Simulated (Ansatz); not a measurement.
Cost and result up the ladder for Ca₁₂O₁₂ (started as a model of: 2x3x4 CaO rock-salt block) (24 atoms). The state is a singlet with charge 0. Geometry: PBE-D4/def2-SVP.

```
atom   x (Å)   y (Å)   z (Å)
 Ca1  -1.920   1.863  -3.223
 Ca2  -1.751   1.829   1.296
 Ca3   0.341   1.194  -1.103
 Ca4   0.578   1.032   3.468
 Ca5   2.275   0.418  -3.492
 Ca6   2.639   0.317   1.014
 Ca7  -2.639  -0.317  -1.014
 Ca8  -2.275  -0.418   3.492
 Ca9  -0.578  -1.032  -3.468
Ca10  -0.341  -1.194   1.103
Ca11   1.751  -1.829  -1.296
Ca12   1.920  -1.864   3.223
 O13  -1.870   1.841  -1.006
 O14  -1.586   1.579   3.492
 O15   0.189   1.184  -3.416
 O16   0.450   1.088   1.170
 O17   2.476   0.344  -1.284
 O18   2.608   0.134   3.223
 O19  -2.608  -0.134  -3.223
 O20  -2.476  -0.343   1.284
 O21  -0.450  -1.088  -1.170
 O22  -0.189  -1.184   3.416
 O23   1.586  -1.579  -3.492
 O24   1.870  -1.841   1.006
```

Ansatz on 4 threads of AMD EPYC 7R13 on a shared host and a share (37 GiB) of an NVIDIA H100 80GB HBM3. Times are rough, and most runs start from the orbitals of an earlier one. PBE0-D4/def2-TZVP serves as the yardstick here, not as an exact answer. Differences are given only for rows in sets of like size (and for xTB, whose basis is part of the method), since another set adds its own error. Binding counts from free atoms at the same level (Ca singlet, O triplet; other spins of the atoms weren't run), without zero-point energy or a counterpoise term.

Correlated methods freeze 72 core orbitals; core or outer-core shells of Ca are correlated, in sets that lack core-valence functions. The rows differ in basis, and correlated rows in double-zeta sets carry the largest basis error. Single mean-field runs in def2-SVP, def2-TZVP are fitted with def2-universal-jkfit.

Correlated methods converge slowly with the basis, most of all in double-zeta sets.

```tsv
level	functions	wall time	binding energy per atom (eV)	difference from PBE0-D4/def2-TZVP (eV)
HF/STO-3G	216	1.8 s	0.91	–
PBE-D4/def2-SVP	456	2.7 s	5.07	–
PBE0-D4/def2-SVP	456	3 s	4.78	–
MP2/def2-SVP	456	4.2 s	4.63	–
r2SCANh-D4/def2-TZVP	804	5.5 s	4.79	0.18
PBE-D4/def2-TZVP (with forces)	804	5.5 s	4.87	0.27
PBE0-D4/def2-TZVP	804	6 s	4.60	0.00
r2SCAN-D4/def2-TZVP	804	6 s	4.91	0.30
```
